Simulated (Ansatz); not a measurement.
`C[N](C)[W]([OH])(=[S])=[S]` + CH₃OH → `C[O][W](=[S])(=[S])[N](C)C` + H₂O  (ligand exchange at a W–O bond)

Computed with Ansatz on PBE0-D4/def2-TZVP structures; ΔE is electronic, products minus reactants. CBS: MP2 limit from def2 TZ/QZ plus the TZ coupled-cluster correction, frozen cores. This one scheme is used for every species. DFT in def2-TZVPP. def2 core potentials past Kr. For W outer-core shells are correlated without core-valence functions, which leaves a few kJ/mol of doubt a bond. Each species was taken in one conformer, which may not be the lowest.

| level | ΔE (eV) |
| --- | --- |
| r2SCANh-D4 | -0.15 |
| ωB97X-V | -0.13 |
| RPA@PBE/def2-TZVPP | -0.17 |
| CCSD(T)/def2-TZVPP | -0.19 |

Problem. What does CCSD(T)/CBS give? (Best estimate.)

Solution. Computed: -0.18 eV. The listed levels differ from it by 0.03, 0.05, 0.01, -0.01 eV.

Largest T1 diagnostic among the species: 0.021, so the coupled-cluster value is less sure than usual.

In def2-TZVPP, CCSD(T) changes the Hartree–Fock value by −0.10 eV (the triples alone add −0.03 eV) and MP2 by −0.14 eV. Leaving LDA and LC-ωPBE aside and taking each functional with its dispersion term where it has one, the values, not all of them listed here, spread over 0.06 eV, from BLYP-D4 to ωB97M-V. LDA lies −0.03 eV from PBE without D4. The D4 term adds −0.08 eV with B3LYP and −0.05 eV with PBE0; it sums over pairs of atoms, weighted by their polarisabilities, and B3LYP, whose exchange is more repulsive, gets the larger term.

B3LYP here is the variant with VWN-RPA as its local correlation; programs differ in this.
